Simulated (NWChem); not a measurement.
System: BH₃; SMILES B

Input file for NWChem:

```
start job
memory heap 200 mb stack 900 mb global 1100 mb
geometry units angstroms noautosym nocenter noautoz
  B      0.000000     0.000000     0.000000
  H     -1.172964     0.314295     0.000000
  H      0.314295    -1.172964     0.000000
  H      0.858669     0.858669     0.000000
end
basis spherical
  * library 6-31+g*
end
dft
  xc pbe0
  iterations 150
end
property
  response 1 0.0428
end
task dft property
```

Parts of the log:

```
             Northwest Computational Chemistry Package (NWChem) 7.3.0
             --------------------------------------------------------

                             Geometry "geometry" -> ""
                             -------------------------

 Output coordinates in angstroms (scale by  1.889725989 to convert to a.u.)

  No.       Tag          Charge          X              Y              Z
 ---- ---------------- ---------- -------------- -------------- --------------
    1 B                    5.0000     0.00000000     0.00000000     0.00000000
    2 H                    1.0000    -1.17296400     0.31429500     0.00000000
    3 H                    1.0000     0.31429500    -1.17296400     0.00000000
    4 H                    1.0000     0.85866900     0.85866900     0.00000000

 Effective nuclear repulsion energy (a.u.)       7.2913754195

                              NWChem Property Module
                              ----------------------

                                 NWChem DFT Module
                                 -----------------

 Summary of "ao basis" -> "ao basis" (spherical)
 ------------------------------------------------------------------------------
       Tag                 Description            Shells   Functions and Types
 ---------------- ------------------------------  ------  ---------------------
 B                          6-31+g*                  8       18   4s3p1d
 H                          6-31+g*                  2        2   2s

            General Information
            -------------------
          SCF calculation type: DFT
          Wavefunction type:  closed shell.
          No. of atoms     :     4
          No. of electrons :     8
           Alpha electrons :     4
            Beta electrons :     4
          Charge           :     0
          Spin multiplicity:     1
          Use of symmetry is: off; symmetry adaption is: off
          Maximum number of iterations: 150
          AO basis - number of functions:    24
                     number of shells:    14
          Convergence on energy requested:  1.00D-06
          Convergence on density requested:  1.00D-05
          Convergence on gradient requested:  5.00D-04

              XC Information
              --------------
                         PBE0 Method XC Functional
                     Hartree-Fock (Exact) Exchange  0.250
          PerdewBurkeErnzerhof Exchange Functional  0.750
            Perdew 1991 LDA Correlation Functional  1.000 local
           PerdewBurkeErnz. Correlation Functional  1.000 non-local

             Grid Information
             ----------------
          Grid used for XC integration:  medium
          Radial quadrature: Mura-Knowles
          Angular quadrature: Lebedev.
          Tag              B.-S. Rad. Rad. Pts. Rad. Cut. Ang. Pts.
          ---              ---------- --------- --------- ---------
          B                   0.85       49          10.0       434
          H                   0.35       45           7.0       434
          Grid pruning is: on
          Number of quadrature shells:   184
          Spatial weights used:  Erf1

      Superposition of Atomic Density Guess
      -------------------------------------

 Sum of atomic energies:         -26.02459578

      Non-variational initial energy
      ------------------------------

 Total energy =     -26.210007
 1-e energy   =     -47.968218
 2-e energy   =      14.466836
 HOMO         =      -0.404709
 LUMO         =      -0.047801

   convergence    iter        energy       DeltaE   RMS-Dens  Diis-err
 ---------------- ----- ----------------- --------- --------- ---------
 d= 0,ls=0.0,diis     1    -26.5437219102 -3.38D+01  1.15D-02  6.25D-02
 d= 0,ls=0.0,diis     2    -26.5546086534 -1.09D-02  4.11D-03  1.18D-02
 d= 0,ls=0.0,diis     3    -26.5566436966 -2.04D-03  8.85D-04  7.34D-04
 d= 0,ls=0.0,diis     4    -26.5567814677 -1.38D-04  5.30D-05  5.44D-07
 d= 0,ls=0.0,diis     5    -26.5567816370 -1.69D-07  4.44D-06  3.52D-09

         Total DFT energy =      -26.556781636978
      One electron energy =      -48.826358355665
           Coulomb energy =       20.044109112688
    Exchange-Corr. energy =       -5.065907813480
 Nuclear repulsion energy =        7.291375419479

 Numeric. integr. density =        8.000000699345

                       DFT Final Molecular Orbital Analysis
                       ------------------------------------

 Vector    2  Occ=2.000000D+00  E=-5.283179D-01
              MO Center=  1.2D-09,  8.6D-10, -6.1D-11, r^2= 1.4D+00
   Bfn.  Coefficient  Atom+Function         Bfn.  Coefficient  Atom+Function
  ----- ------------  ---------------      ----- ------------  ---------------
     2      0.351039  1 B  s                  6      0.298345  1 B  s
     1     -0.199770  1 B  s                 19      0.158448  2 H  s
    21      0.158448  3 H  s                 23      0.158448  4 H  s
    20      0.100391  2 H  s                 22      0.100391  3 H  s
    24      0.100391  4 H  s

[...]

 DFT Linear Response polarizability / au
 Frequency  =       0.0428000 / au
 Wavelength =    1064.5643224 / nm
              X              Y              Z
 -----------------------------------------------
 X      18.0369282     -0.0000047     -0.0000000
 Y      -0.0000047     18.0369282      0.0000000
 Z      -0.0000000      0.0000000      8.3600157
 -----------------------------------------------
 Eigenvalues =      18.0369235     18.0369328      8.3600157
 Isotropic   =      14.8112907
 Anisotropic =       9.6769125
 -----------------------------------------------

 Magnetic Dipole Response Matrix (nonzero elements):

 Exiting AOResponse driver routine
```

Level: PBE0/6-31+G* (spherical d). The geometry was optimised at PBE-D3(BJ)/def2-SVP.
